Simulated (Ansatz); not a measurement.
H₆InO₃P (`[OH][In-]([OH])([OH])[PH3+]`), relaxed with RKS PBE-D4/def2-SVP in Ansatz 0.2.0 from a rough embedded geometry. The force threshold is 0.03 eV/Å; the program also tests the step.

Total charge 0; spin multiplicity 1. In takes the def2 core potential.

Start:

```xyz
11

O    -1.616   -0.374    1.748
In    0.111   -0.263    0.811
O     1.309    0.919    1.856
O     0.966   -2.035    0.687
P    -0.177    0.673   -1.485
H    -2.333   -0.518    0.985
H     1.881    1.438    1.198
H     0.618   -2.405   -0.191
H    -1.561    0.998   -1.633
H     0.584    1.847   -1.576
H     0.219   -0.281   -2.401
```

**Question.** How much energy does the relaxation release, and in how many steps? (Best estimate.)

**Answer.** Computed: 36.02 kcal/mol, in 32 steps, 3 of them rejected.

**Question.** Which bonds change most? (Estimate.)

**Answer.** The calculation gave: In2–P5 from 2.497 to 2.834 Å; O1–In2 from 1.967 to 2.051 Å; O1–H6 from 1.057 to 0.978 Å; In2–O4 from 1.972 to 2.032 Å.

**Question.** Give the relaxed structure. (Best estimate.)

**Answer.** Computed: 
```xyz
11

O    -1.687   -0.649    0.577
In    0.327   -0.436    0.903
O     0.929    1.125    2.052
O     1.598   -1.984    0.563
P    -0.213    0.777   -1.601
H    -2.163   -0.156    1.274
H     1.832    0.932    2.371
H     1.054   -2.765    0.340
H    -1.134    1.851   -1.406
H     0.524    1.365   -2.686
H    -1.067   -0.058   -2.385
```
